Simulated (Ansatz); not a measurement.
`CC(C)[NH][Hf]([Cl])([Cl])[NH]C(C)C` and `CC(C)[NH][Zr]([Cl])([Cl])[NH]C(C)C` differ in one element.

Ansatz, PBE0-D4/def2-TZVP geometries, multiplicity 1. Each molecule was computed in one conformer, which needn't be the lowest.

Elements past krypton have def2 core potentials.

```json
{"property": "LUMO energy (PBE/def2-TZVPP) / eV", "`CC(C)[NH][Hf]([Cl])([Cl])[NH]C(C)C`": "-1.76"}
{"property": "LUMO energy (ωB97M-V/def2-TZVPP) / eV", "`CC(C)[NH][Hf]([Cl])([Cl])[NH]C(C)C`": "1.06"}
{"property": "HOMO energy (B3LYP/def2-TZVPP) / eV", "`CC(C)[NH][Hf]([Cl])([Cl])[NH]C(C)C`": "-6.74"}
{"property": "HOMO energy (PBE/def2-TZVPP) / eV", "`CC(C)[NH][Hf]([Cl])([Cl])[NH]C(C)C`": "-5.68"}
{"property": "HOMO–LUMO gap (PBE/def2-TZVPP) / eV", "`CC(C)[NH][Hf]([Cl])([Cl])[NH]C(C)C`": "3.92"}
{"property": "LUMO energy (B3LYP/def2-TZVPP) / eV", "`CC(C)[NH][Hf]([Cl])([Cl])[NH]C(C)C`": "-1.08"}
```

**Question.** What does the change do to each property? (Estimate.)

**Answer.** Ansatz gave: 
| property | `CC(C)[NH][Zr]([Cl])([Cl])[NH]C(C)C` | shift |
| --- | --- | --- |
| LUMO energy (PBE/def2-TZVPP) / eV | -2.12 | -0.36 |
| LUMO energy (ωB97M-V/def2-TZVPP) / eV | 0.73 | -0.33 |
| HOMO energy (B3LYP/def2-TZVPP) / eV | -6.85 | -0.11 |
| HOMO energy (PBE/def2-TZVPP) / eV | -5.80 | -0.12 |
| HOMO–LUMO gap (PBE/def2-TZVPP) / eV | 3.68 | -0.24 |
| LUMO energy (B3LYP/def2-TZVPP) / eV | -1.47 | -0.39 |

With PBE0 the HOMO falls by 0.11 eV and the LUMO falls by 0.39 eV, so the gap narrows by about 0.28 eV. PBE moves the HOMO by -0.12 eV and ωB97M-V by -0.11 eV.

B3LYP here is the variant with VWN-RPA as its local correlation; programs differ in this.
